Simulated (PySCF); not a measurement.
**Molecular orbitals of PSe**

BP86 at R = 2.048 Å; P 6-31G(d,p), Se 6-31G(d,p); no relativity (PySCF 2.14). State: ²Π (doublet), unpaired electrons π ↑. Only the outer orbitals are listed, counted within each symmetry.

| spin | orbital | occ. | ε (eV) | on P (%) | main shells (%) |
| --- | --- | --- | --- | --- | --- |
| α | 10σ | 1 | -18.76 | 30 | 66 Se s, 25 P s |
| α | 11σ | 1 | -13.49 | 62 | 62 P s, 29 Se s, 9 Se p |
| α | 12σ | 1 | -8.31 | 52 | 45 Se p, 40 P p, 12 P s |
| α | 5π | 1 | -7.90 | 38 | 61 Se p, 37 P p |
| α | 5π | 1 | -7.79 | 40 | 59 Se p, 40 P p |
| α | 6π | 1 | -4.63 | 59 | 59 P p, 40 Se p |
| α | 6π | 0 | -4.62 | 62 | 61 P p, 38 Se p |
| α | 13σ | 0 | -0.53 | 58 | 60 P p, 47 Se p |
| α | 14σ | 0 | 3.66 | 32 | 45 Se s, 20 P s, 13 Se p |
| β | 10σ | 1 | -18.56 | 28 | 68 Se s, 22 P s |
| β | 11σ | 1 | -13.00 | 61 | 61 P s, 27 Se s, 11 Se p |
| β | 12σ | 1 | -8.06 | 54 | 43 Se p, 40 P p, 14 P s |
| β | 5π | 1 | -7.77 | 35 | 65 Se p, 34 P p |
| β | 5π | 1 | -7.18 | 31 | 68 Se p, 31 P p |
| β | 6π | 0 | -4.38 | 65 | 64 P p, 34 Se p |
| β | 6π | 0 | -3.65 | 68 | 68 P p, 31 Se p |
| β | 13σ | 0 | -0.31 | 58 | 59 P p, 47 Se p |

Which are the highest filled and the lowest empty level, where do they sit, and how wide is the gap?

Highest filled α 6π at -4.63 eV (in %: 59 P p, 40 Se p); lowest empty α 6π at -4.62 eV (in %: 61 P p, 38 Se p); the gap at BP86 is 0.01 eV. Both belong to one degenerate shell, split only by its one-sided filling, so this is no excitation gap.

```
bond order (Mayer)                              : 2.21
⟨S²⟩                                            : 0.752
charge on P (Mulliken, basis-dependent)         : 0.09
charge on P (Löwdin, basis-dependent)           : 0.07
dipole moment (positive dipole means P(−)Se(+)) : -0.17 D
```

Spin–orbit coupling is left out. The state was picked by a PBE0 search and need not be the measured ground state.
